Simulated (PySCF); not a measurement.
CuH, charge +1, multiplicity 2. Atoms are numbered in the order given.

```xyz
2

Cu     0.0000     0.0000    -0.0501
H      0.0000     0.0000     1.4536
```
Charge +1, spin multiplicity 2.

Geometry: PBE0-D3(BJ)/def2-TZVPD. The multiplicity is an assumed one; other spin states were not compared.

These are PBE/def2-TZVPD run with PySCF values and carry that method's errors.

Mulliken values depend strongly on the basis, most of all with diffuse functions as here. ESP charges are fitted to the potential on shells at 1.4 to 2.0 van der Waals radii. Atomic charges (e):

```csv
atom,meta-Löwdin,ESP fit,Mulliken,Mulliken spin
Cu1,0.94,___,0.63,0.73
H2,0.06,___,0.37,0.27
```

Problem. Some entries are withheld; supply them. (The exact figures need the calculation; the answer reports its results.)

Solution. 
- Cu1, ESP fit: 1.04
- H2, ESP fit: -0.04
